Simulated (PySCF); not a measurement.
Species: C₂H₃BO₂.
Bonds: C1–C2 (triple), C2–B3, B3–O4, B3–O5. Hydrogens: H6 on C1; H7 on O4; H8 on O5.

Torsions of this conformer, `[CH:1]#[C:2][B:3]([OH:4])[OH:5]`: H–O4–B3–C2 1°, H–O5–B3–C2 180°.

The closed-shell ground state was solved at several levels (PySCF, density fitting, gas phase, non-relativistic). One conformer (not necessarily the lowest) at the PBE0-D3(BJ)/def2-SVP geometry, without solvent, vibrations or thermal averaging.

```csv
level,basis functions,HOMO (eV),LUMO (eV),gap (eV),dipole (D)
HF/pcSseg-2,222,-11.09,2.67,13.76,1.64
B3LYP/pcJ-1,165,-8.00,-0.69,7.31,1.64
B3LYP/def2-SVPD,130,-8.09,-0.85,7.24,1.47
```

(1) What might PBE0/pcSseg-1 (100 basis functions) give for the same quantities?

(2) Over all these levels, which gives the widest orbital gap and which the narrowest?

(3) How far do the dipole and the HOMO energy spread over the levels?

Answers

(1) HOMO -8.28 eV, LUMO -0.50 eV, gap 7.78 eV, dipole 1.62 D.

(2) HF/pcSseg-2 (Hartree–Fock, all exact exchange) has the widest, 13.76 eV, and B3LYP/def2-SVPD (global hybrid, 20 % exact exchange) the narrowest, 7.24 eV. Functional and basis both differ between the two, so the spread mixes both effects. The HOMO need not be the same orbital at Hartree–Fock and at DFT levels.

(3) The dipole runs from 1.47 to 1.64 D (mean 1.59 D) and the HOMO from -11.09 to -8.00 eV.
